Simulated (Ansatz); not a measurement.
Relaxation of BClFH₅Si (9 atoms, charge 0, multiplicity 1), to a largest force component of 0.03 eV/Å in at most 50 steps.

Theory: RHF/def2-SVP (Ansatz).

```xyz
9
Properties=species:S:1:pos:R:3:forces:R:3
B 0.117 0.494 -0.376 -0.22 -0.79 -0.59
F -0.058 -0.218 2.042 0.20 0.27 0.25
Cl 1.511 -0.449 -0.918 0.10 -0.03 -0.01
H -0.952 0.039 -0.648 0.00 0.04 0.03
Si 0.408 2.263 0.468 0.10 0.96 0.26
H 1.390 2.101 1.582 0.00 0.01 0.01
H 0.970 3.261 -0.478 -0.01 -0.02 0.00
H -0.837 2.811 1.061 0.01 0.01 0.00
H 0.502 0.412 2.390 -0.19 -0.44 0.05
```

Q: Where does it end, and by what steps?

A: The forces met the threshold. The force dipped under the threshold on the way, but the program's further checks kept it going. After 27 steps the energy has fallen by 0.142 eV; H9 moved furthest, 1.08 Å.

| step | energy less start (eV) | largest force component (eV/Å) | accepted |
| --- | --- | --- | --- |
| 0 | 0.0000 | 0.956 | yes |
| 1 | -0.0641 | 0.877 | yes |
| 2 | -0.0699 | 1.483 | yes |
| 3 | -0.0998 | 1.027 | yes |
| 4 | -0.1141 | 0.425 | yes |
| 5 | -0.1208 | 0.236 | yes |
| 6 | -0.1230 | 0.034 | yes |
| 7 | -0.1255 | 0.028 | yes |
| 8 | -0.1022 | 1.651 | no |
| 9 | -0.1267 | 0.454 | yes |
| 10 | -0.1259 | 0.650 | no |
| 11 | -0.1309 | 0.038 | yes |
| 12 | -0.1323 | 0.153 | yes |
| 13 | -0.1339 | 0.127 | yes |
| 14 | -0.1311 | 0.769 | no |
| 15 | -0.1357 | 0.071 | yes |
| 16 | -0.1369 | 0.177 | yes |
| 17 | -0.1333 | 0.518 | no |
| 18 | -0.1380 | 0.125 | yes |
| 19 | -0.1390 | 0.071 | yes |
| 20 | -0.1400 | 0.168 | yes |
| 21 | -0.1400 | 0.309 | no |
| 22 | -0.1409 | 0.058 | yes |
| 23 | -0.1412 | 0.062 | yes |
| 24 | -0.1398 | 0.220 | no |
| 25 | -0.1415 | 0.033 | yes |
| 26 | -0.1416 | 0.040 | yes |
| 27 | -0.1416 | 0.030 | yes |

```xyz
9
Properties=species:S:1:pos:R:3
B 0.151 0.573 -0.323
F -0.187 -0.134 2.286
Cl 1.541 -0.530 -0.467
H -0.888 0.141 -0.721
Si 0.419 2.467 0.380
H 1.535 2.520 1.355
H 0.755 3.358 -0.764
H -0.816 2.981 1.020
H 0.542 -0.664 2.357
```

Whether the end is a true minimum wasn't checked by a vibrational analysis.

Time of the run: 54 s on 1 thread of Arm Neoverse V1, on a shared host, peak memory 0.16 GiB.
